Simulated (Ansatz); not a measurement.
Born–Oppenheimer molecular dynamics of C2H10BFSi2 (16 atoms, charge 0, multiplicity 1). It starts from a relaxed structure.

Level of theory: RKS BLYP-D4/STO-3G (Ansatz).

```yaml
ensemble: NVE (velocity Verlet)
time_step: 0.5 fs
steps_asked: 426
starting_velocities_drawn_for: 300 K
masses: H 3.016 u
seed: 543061
```

First frame:

```xyz
16
Properties=species:S:1:pos:R:3
B -1.327 -0.684 0.815
C 0.149 -0.260 0.965
C 1.165 -1.326 1.520
Si 0.596 0.157 -0.884
Si -0.733 1.786 -1.798
F -1.058 3.014 -0.724
H -2.178 0.135 0.772
H -1.621 -1.813 0.637
H 0.278 0.704 1.502
H 2.215 -0.977 1.428
H 0.967 -1.525 2.593
H 1.070 -2.286 0.973
H 1.997 0.562 -0.852
H 0.526 -1.068 -1.671
H -0.071 2.354 -2.977
H -1.998 1.204 -2.255
```

**Question.** How far do the bonds stretch over the last three quarters of this one trajectory? (Pairs bonded in most of those frames.)

**Answer.** 
```csv
bond,mean (Å),spread (Å),shortest,longest
B1–C2,1.545,0.022,1.49,1.59
B1–H7,1.185,0.032,1.13,1.25
B1–H8,1.184,0.031,1.13,1.24
C2–C3,1.578,0.019,1.54,1.62
C2–Si4,1.952,0.027,1.91,2.01
C2–H9,1.112,0.007,1.10,1.13
C3–H10,1.112,0.020,1.07,1.15
C3–H11,1.113,0.029,1.06,1.16
C3–H12,1.110,0.015,1.08,1.14
Si4–Si5,2.300,0.029,2.24,2.34
Si4–H13,1.463,0.022,1.43,1.49
Si4–H14,1.459,0.022,1.43,1.49
Si5–F6,1.668,0.032,1.62,1.72
Si5–H15,1.468,0.020,1.44,1.50
Si5–H16,1.467,0.016,1.44,1.50
```

Mean temperature of the second half: 153 K. The conserved energy stayed within 0.084 meV per atom of its start (net change 0.032 meV per atom), so the integration is sound. Over the second half the temperature averaged 0.51 of the 300 K drawn at the start: a run that starts near a minimum puts about half its kinetic energy into the potential. A run of 0.21 ps of so small a system gives no equilibrium averages. Limits of this set-up: minimal basis.

Time of the run: 17 min on 1 thread of Arm Neoverse V2, with other jobs on the host, peak memory 0.092 GiB.
